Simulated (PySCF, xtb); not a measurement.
C₃H₄FNSi, SMILES N#C/C=C\[SiH2]F.

GFN2-xTB run with xtb at its own geometry gives an orbital gap of 3.47 eV and a dipole moment of 2.24 D.

Geometry: ωB97X-D3(BJ)/def2-SVP. The structure was generated by enumeration; whether it is a known compound was not checked. The values are those of a single conformer.

What does HF/def2-TZVP (PySCF) give? (Estimate from the structure and the level; the computed values follow.)

gap 12.47 eV (levels -11.04 and 1.42 eV), dipole 3.10 D.
